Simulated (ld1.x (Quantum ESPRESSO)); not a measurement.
**chlorine (Cl): RRKJ pseudisation with PBE, non-relativistic reference atom.**

Cl, norm-conserving RRKJ (Kleinman–Bylander form), made with ld1.x (Quantum ESPRESSO) 7.5 (PBE, non-relativistic). Core [Ne], reference 3s2 3p5. Waves: 3s (bound): rc 1.05 bohr; 3p (bound): rc 1.00 bohr. Local part: the p channel. Core correction: none. rho0 = 0.001.

All-electron outer shells of the reference configuration (PBE, non-relativistic, ld1.x):

| shell | level (eV) | outermost node (bohr) | outermost maximum (bohr) |
| --- | --- | --- | --- |
| 2p | -191.57 | – | 0.30 |
| 3s | -20.53 | 0.56 | 1.29 |
| 3p | -8.61 | 0.53 | 1.43 |

Estimate the cutoffs (Ry, on a coarse ladder) from which the occupation-weighted sum of valence levels, in a spherical-Bessel basis at the reference potential, stays within 10 and 1 mRy of its value at 400 Ry.

140 Ry and 200 Ry.

What does a ghost test show?

No extra level below or beside the all-electron valence levels (s, p, d, f tested).

Tests: 3s2 3p4; 3s2 3p3; 3s2 3p2; 3s2 3p4.5; 3s1 3p6; 3s1 3p5; 3s2 3p5.3. Which has the largest error in its energy relative to the reference configuration, and how large is it?

3s2 3p2, with +91 meV (all-electron minus pseudo) on +77.66 eV.
